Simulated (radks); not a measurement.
Values are calculated unless marked as measured or tabulated.
Species: Ge V. Configuration: [Ar] 3d8 4p2 (not the ground configuration).

Level of theory: scalar-relativistic Kohn-Sham, PBE, spin-unpolarised, spherical densities, finite nucleus; Fermi nuclear charge, rms radius 4.0742 fm (a radial shooting solver on a logarithmic mesh with Libxc functionals).

Energy parts (eV):
| part | energy |
|---|---|
| total | -56917.599 |
| kinetic | 57955.389 |
| electron-nucleus | -135147.862 |
| Hartree | 22369.198 |
| exchange-correlation | -2094.324 |

Orbitals (lengths in bohr, moments of r in powers of bohr):
orbital,occ.,eigenvalue (eV),<r^2>,<1/r>,<r^4>
1s,2,-11039.03,0.002973,32.38,0.00002276
2s,2,-1451.427,0.05202,7.107,0.004687
2p,6,-1278.236,0.04135,6.966,0.003438
3s,2,-242.4669,0.4328,2.324,0.2969
3p,6,-189.0638,0.4642,2.183,0.3634
3d,8,-101.4291,0.5437,1.908,0.6249
4p,2,-47.7660,3.874,0.7128,22.51

The highest occupied level is 4p at -47.766 eV. The density falls to 0.001 e/bohr^3 at r = 3.26 bohr.
